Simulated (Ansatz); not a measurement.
Ansatz (an electronic-structure program) input (B3LYP-D3(BJ)/def2-TZVP):

Ansatz 0.2 input:
```yaml
crystal:
  periodic: [false, false, false]
  atoms:
    - {symbol: B, position_ang: [-0.00000000, -0.00000000, -1.95743526]}
    - {symbol: I, position_ang: [0.00000000, 0.00000000, 0.18466370]}
basis:
  gaussian:
    orbitals: def2-TZVP
hamiltonian:
  xc: b3lyp
  dispersion: d3bj
phonons: {temperatures: {t_min: 298.15, t_max: 298.15, t_step: 100}}
```

Output:

```
Functional definition: B3LYP
integrals: 0.02 GiB planned
580 factors; their error is unknown
mean field: 0.18 GiB planned
mean field evaluation 1: about -8777.1727 eV, gradient 9.9e0 eV
mean field evaluation 2: about -8776.6878 eV, gradient 1.7e1 eV
mean field evaluation 4: about -8777.4731 eV, gradient 4.6e-1 eV
mean field evaluation 8: about -8777.6980 eV, gradient 5.5e-1 eV
mean field evaluation 16: about -8777.6982 eV, gradient 7.6e-6 eV
mean field -8777.69820354 eV, -322.5744592424 hartree, gradient 7.6e-6 eV, S^2 0.000000; 0 other end points of the search recorded, 0 dependent functions left out
the calculation of the forces begins
reference -8777.69837481 eV, -322.5744655366 hartree; 15, 15 occupied and 66, 66 virtual orbitals, 580 factors
these checks for a lower state are left out or cut short: stability, starts, cluster_reference, orbital_swaps, neighbouring_geometries, increment
integrals: 0.02 GiB planned
580 factors; their error is unknown
mean field: 0.18 GiB planned
mean field -8777.69820354 eV, -322.5744592426 hartree, gradient 9.9e-7 eV, S^2 0.000000; 0 other end points of the search recorded, 0 dependent functions left out
the calculation of the forces begins
reference -8777.69837481 eV, -322.5744655368 hartree; 15, 15 occupied and 66, 66 virtual orbitals, 580 factors
these checks for a lower state are left out or cut short: stability, starts, cluster_reference, orbital_swaps, neighbouring_geometries, increment
integrals: 0.02 GiB planned
580 factors; their error is unknown
mean field: 0.18 GiB planned
mean field evaluation 32: about -8777.6982 eV, gradient 9.9e-7 eV
mean field -8777.69820354 eV, -322.5744592426 hartree, gradient 9.9e-7 eV, S^2 0.000000; 0 other end points of the search recorded, 0 dependent functions left out
the calculation of the forces begins
reference -8777.69837481 eV, -322.5744655368 hartree; 15, 15 occupied and 66, 66 virtual orbitals, 580 factors
these checks for a lower state are left out or cut short: stability, starts, cluster_reference, orbital_swaps, neighbouring_geometries, increment
integrals: 0.02 GiB planned
580 factors; their error is unknown
mean field: 0.18 GiB planned
mean field -8777.69820354 eV, -322.5744592426 hartree, gradient 9.9e-7 eV, S^2 0.000000; 0 other end points of the search recorded, 0 dependent functions left out
the calculation of the forces begins
reference -8777.69837481 eV, -322.5744655368 hartree; 15, 15 occupied and 66, 66 virtual orbitals, 580 factors
these checks for a lower state are left out or cut short: stability, starts, cluster_reference, orbital_swaps, neighbouring_geometries, increment
integrals: 0.02 GiB planned
580 factors; their error is unknown
mean field: 0.18 GiB planned
mean field -8777.69820354 eV, -322.5744592426 hartree, gradient 9.9e-7 eV, S^2 0.000000; 0 other end points of the search recorded, 0 dependent functions left out
the calculation of the forces begins
reference -8777.69837481 eV, -322.5744655368 hartree; 15, 15 occupied and 66, 66 virtual orbitals, 580 factors
these checks for a lower state are left out or cut short: stability, starts, cluster_reference, orbital_swaps, neighbouring_geometries, increment
integrals: 0.02 GiB planned
580 factors; their error is unknown
mean field: 0.18 GiB planned
mean field -8777.69815978 eV, -322.5744576343 hartree, gradient 9.9e-7 eV, S^2 0.000000; 0 other end points of the search recorded, 0 dependent functions left out
the calculation of the forces begins
reference -8777.69833104 eV, -322.5744639280 hartree; 15, 15 occupied and 66, 66 virtual orbitals, 580 factors
these checks for a lower state are left out or cut short: stability, starts, cluster_reference, orbital_swaps, neighbouring_geometries, increment
integrals: 0.02 GiB planned
580 factors; their error is unknown
mean field: 0.18 GiB planned
mean field evaluation 64: about -8777.6982 eV, gradient 9.9e-7 eV
mean field -8777.69817308 eV, -322.5744581231 hartree, gradient 9.9e-7 eV, S^2 0.000000; 0 other end points of the search recorded, 0 dependent functions left out
the calculation of the forces begins
reference -8777.69834437 eV, -322.5744644179 hartree; 15, 15 occupied and 66, 66 virtual orbitals, 580 factors
these checks for a lower state are left out or cut short: stability, starts, cluster_reference, orbital_swaps, neighbouring_geometries, increment
integrals: 0.02 GiB planned
580 factors; their error is unknown
mean field: 0.18 GiB planned
mean field -8777.69820354 eV, -322.5744592426 hartree, gradient 9.9e-7 eV, S^2 0.000000; 0 other end points of the search recorded, 0 dependent functions left out
the calculation of the forces begins
reference -8777.69837481 eV, -322.5744655368 hartree; 15, 15 occupied and 66, 66 virtual orbitals, 580 factors
these checks for a lower state are left out or cut short: stability, starts, cluster_reference, orbital_swaps, neighbouring_geometries, increment
integrals: 0.02 GiB planned
580 factors; their error is unknown
mean field: 0.18 GiB planned
mean field -8777.69820354 eV, -322.5744592426 hartree, gradient 9.9e-7 eV, S^2 0.000000; 0 other end points of the search recorded, 0 dependent functions left out
the calculation of the forces begins
reference -8777.69837481 eV, -322.5744655368 hartree; 15, 15 occupied and 66, 66 virtual orbitals, 580 factors
these checks for a lower state are left out or cut short: stability, starts, cluster_reference, orbital_swaps, neighbouring_geometries, increment
integrals: 0.02 GiB planned
580 factors; their error is unknown
mean field: 0.18 GiB planned
mean field -8777.69820354 eV, -322.5744592426 hartree, gradient 9.9e-7 eV, S^2 0.000000; 0 other end points of the search recorded, 0 dependent functions left out
the calculation of the forces begins
reference -8777.69837481 eV, -322.5744655368 hartree; 15, 15 occupied and 66, 66 virtual orbitals, 580 factors
these checks for a lower state are left out or cut short: stability, starts, cluster_reference, orbital_swaps, neighbouring_geometries, increment
integrals: 0.02 GiB planned
580 factors; their error is unknown
mean field: 0.18 GiB planned
mean field evaluation 96: about -8777.6982 eV, gradient 9.9e-7 eV
mean field -8777.69820354 eV, -322.5744592426 hartree, gradient 9.9e-7 eV, S^2 0.000000; 0 other end points of the search recorded, 0 dependent functions left out
the calculation of the forces begins
reference -8777.69837481 eV, -322.5744655368 hartree; 15, 15 occupied and 66, 66 virtual orbitals, 580 factors
these checks for a lower state are left out or cut short: stability, starts, cluster_reference, orbital_swaps, neighbouring_geometries, increment
integrals: 0.02 GiB planned
580 factors; their error is unknown
mean field: 0.18 GiB planned
mean field -8777.69817308 eV, -322.5744581231 hartree, gradient 9.9e-7 eV, S^2 0.000000; 0 other end points of the search recorded, 0 dependent functions left out
the calculation of the forces begins
reference -8777.69834437 eV, -322.5744644179 hartree; 15, 15 occupied and 66, 66 virtual orbitals, 580 factors
these checks for a lower state are left out or cut short: stability, starts, cluster_reference, orbital_swaps, neighbouring_geometries, increment
integrals: 0.02 GiB planned
580 factors; their error is unknown
mean field: 0.18 GiB planned
mean field -8777.69815978 eV, -322.5744576343 hartree, gradient 9.9e-7 eV, S^2 0.000000; 0 other end points of the search recorded, 0 dependent functions left out
the calculation of the forces begins
reference -8777.69833104 eV, -322.5744639280 hartree; 15, 15 occupied and 66, 66 virtual orbitals, 580 factors
Total energy: -8777.77402851 eV, -322.5772457590 hartree
Atom 0 at    -0.000000    -0.000000    -1.957435 Å, force    -0.000000    -0.000000    -0.000012 eV/Å
Atom 1 at     0.000000     0.000000     0.184664 Å, force     0.000000     0.000000     0.000012 eV/Å
Dipole moment:     0.000000    -0.000000     0.284275 e Å
Vibrations: 569.02 cm⁻¹, zero-point energy 0.035275 eV
```
